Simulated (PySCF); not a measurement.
Computed shifts of a molecule C3H6O, PBE/pcSseg-1 (PySCF), GIAO, gas phase, equivalent atoms averaged, in ppm (number of nuclei): ¹³C: 165.2 (1), 84.2 (1), 23.1 (1). ¹H: 4.23 (1), 4.05 (2), 2.02 (3). References: ¹³C against TMS (σ = 182.0 ppm); ¹⁷O against H2O (σ = 334.3 ppm); ¹H against TMS (σ = 31.49 ppm), references at their B3LYP-D3(BJ)/def2-TZVP geometries, non-relativistic. The structure is a stationary point at PBE0-D3(BJ)/def2-SVP. Other conformers were not sampled.

Question: Pick the molecule that these values belong to.
A) C1COC1
B) C=C(C)O
C) OC1CC1
D) C=COC

Answer: B, C=C(C)O
